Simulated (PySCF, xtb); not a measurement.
C₂H₅FO₂Si, SMILES C[Si@H](F)OC=O. One conformer was computed; it need not be the lowest.

Harmonic wavenumbers (cm⁻¹) from GFN2-xTB (xtb) at its own minimum, in rising order: 46, 98, 109, 162, 195, 231, 298, 623, 660, 673, 729, 768, 817, 841, 877, 948, 1206, 1357, 1372, 1456, 1465, 1783, 2386, 2820, 3011, 3045, 3052.

### Question
What does B3LYP-D3(BJ)/def2-SVP in PySCF give at its own minimum? (The exact figures need the calculation; the answer reports its results.)

### Answer
73, 127, 152, 181, 236, 256, 331, 646, 718, 751, 776, 789, 857, 894, 956, 1050, 1245, 1278, 1395, 1424, 1435, 1820, 2296, 3038, 3039, 3132, 3143. Paired by order, the mean absolute difference is 54 cm⁻¹ and the zero-point energies are 44.4 and 45.8 kcal/mol.
